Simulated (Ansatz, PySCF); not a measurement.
Gas-phase reaction in SMILES: [F][Na] -> [F][Na] as doublet, charge +1 + e-
Each molecule is optimised on its own at B3LYP-D3(BJ)/def2-TZVP (Ansatz, a quantum-chemistry and plane-wave program). A spin state is the lowest found, not a proven ground state.
Geometry of the first species:
SMILES: [F][Na]
```xyz
2

Na     0.0000     0.0000    -0.8672
F      0.0000     0.0000     1.0599
```

Property: adiabatic ionisation energy (0 K, with B3LYP-D3(BJ) harmonic zero-point energies from PySCF), in eV. Correlated levels leave the core frozen unless marked. UHF or UKS for open shells. No spin-orbit coupling. No relativistic terms. FCI takes restricted orbitals. CBS(X,Y): correlation extrapolated as X^-3; Hartree-Fock from the larger set.

```csv
level,program,adiabatic ionisation energy (eV)
BLYP-D3(BJ)/def2-TZVPD,Ansatz + dftd3,10.11
BLYP-D4/def2-TZVPD,Ansatz + dftd4,10.11
revPBE-D3(BJ)/def2-TZVPD,Ansatz + dftd3,9.90
r2SCAN/def2-TZVPD,Ansatz,9.79
r2SCAN-D3(BJ)/def2-TZVPD,Ansatz + dftd3,9.79
r2SCAN-D4/def2-TZVPD,Ansatz + dftd4,9.79
PBE0/def2-TZVP,Ansatz,9.67
r2SCANh-D4/def2-TZVPD,Ansatz + dftd4,9.69
HSE06/def2-TZVPD,Ansatz,9.74
CAM-B3LYP-D3(BJ)/def2-TZVPD,Ansatz + dftd3,10.07
LC-wPBE-D3(BJ)/def2-TZVPD,Ansatz + dftd3,9.98
CCSD/6-31G,Ansatz,8.33
CCSD/def2-TZVPP,Ansatz,9.37
CCSD/def2-TZVPPD,Ansatz,9.49
CCSD/def2-QZVPPD,Ansatz,9.57
CCSD(T)/def2-SVP,Ansatz,8.89
CCSD(T)/def2-QZVPP,Ansatz,9.68
FCI/STO-3G,Ansatz,1.33
FCI/6-31G,Ansatz,8.36
"CCSD(T)/CBS(def2-TZVPPD,def2-QZVPPD)",Ansatz,9.77
```
